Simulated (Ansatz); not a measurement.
silylphosphine (H$_{5}$PSi), singlet, at a GFN2-xTB geometry. Base run: Ansatz (an electronic-structure program) with SVWN5/cc-pVDZ.

The Ansatz input:
Ansatz 0.2 input:
```yaml
crystal:
  periodic: [false, false, false]
  atoms:
    - {symbol: Si, position_ang: [-1.05846784, 0.09179922, 0.22155758]}
    - {symbol: P, position_ang: [1.09953350, -0.07240592, -0.33991659]}
    - {symbol: H, position_ang: [-1.78374110, -0.88506019, -0.58934952]}
    - {symbol: H, position_ang: [-1.47836332, 1.45493704, -0.09998404]}
    - {symbol: H, position_ang: [-1.30634760, -0.17269873, 1.64099048]}
    - {symbol: H, position_ang: [1.32050240, -1.26744102, 0.31993206]}
    - {symbol: H, position_ang: [1.57349692, 0.67116259, 0.72535376]}
basis:
  gaussian:
    orbitals: cc-pVDZ
hamiltonian:
  xc: {name: SVWN5}
```

The base run was repeated with changes; each row names its change, and settings that it needs were set with it.

```tsv
change	ΔE vs base (mEh)
base	0.000
occupation = up:A':13 A'':4 down:A':13 A'':4	0.000
occupation = up:A':12 A'':5 down:A':12 A'':5	538.8
occupation = up:A':14 A'':3 down:A':14 A'':3	665.0
symmetry_tolerance_ang = 0.01	0.000
```
